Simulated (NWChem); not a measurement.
CF₂I cation

```xyz
4

F      0.0000    -1.0530     1.8937
C      0.0000     0.0000     1.2180
F      0.0000     1.0530     1.8937
I      0.0000     0.0000    -0.7810
```
Atoms are numbered in this order, from 1.

Computed with NWChem. Geometry: optimised at PBE0/def2-SVP. def2 effective core potentials on I; no spin-orbit coupling.

For level TPSSh/def2-SVP:

* **highest occupied level (eV)**: -14.11
* **orbital gap (eV)**: 3.96

### Question
How do the values read with level PW6B95/def2-SVP instead?

### Answer
| Property | Value |
|---|---|
| highest occupied level (eV) | -14.84 |
| orbital gap (eV) | 5.21 |
